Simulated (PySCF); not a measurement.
Simulated characterisation data

Computed data (PySCF): couplings computed with B3LYP/pcJ-1 (spin–dipole term left out of most H,H and C,H couplings), geometry from GFN2-xTB, PBE0/pcSseg-1 with gauge-including orbitals. No solvent model, single conformer, equivalent nuclei averaged, no relativistic terms.

Scale: TMS for 1H and 13C (reference shieldings calculated alike). Multiplet labels drop J under 1 Hz and among equivalent protons, and merge close values. Unscaled 3J(H,H) run several per cent high. Where no couplings were computed, multiplicities follow the n + 1 count of equivalent neighbours, and m marks all less simple cases (inequivalent or close neighbours, rings, F or P nearby). Shifts are as computed. Against solution values, carbons near 30 ppm lie about +3 ppm off and those near 130 ppm about +5 ppm. Of 1211 compounds with measured shifts, 218 miss one by over three times the rms of a fit or turn the order of signals round; such compounds aren't used in these exercises. OH and NH positions are gas-phase values without hydrogen bonding to other molecules.

Compound 1 (C₈H₇N). 1H NMR (500 MHz, computed): δ 8.89 (d, 1H), 7.83 (m, 1H), 7.56 (d, 1H), 7.23 (m, 1H), 2.31 (s, 3H). 13C{1H} NMR (computed): δ 155.4 (CH), 149.0 (C), 141.3 (CH), 133.6 (CH), 126.2 (CH), 96.0 (C), 87.6 (C), 5.7 (CH3). Structure: SMILES CC#Cc1ccccn1.

Compound 2 (C₅H₉N). 1H NMR (500 MHz, computed): δ 1.82 (s, 1H), 1.36 (s, 6H), 1.19 (br s, 2H). 13C{1H} NMR (computed): δ 97.4, 75.6, 45.1, 32.8. Structure: 3-amino-3-methyl-1-butyne (SMILES C(C#C)(C)(C)N).
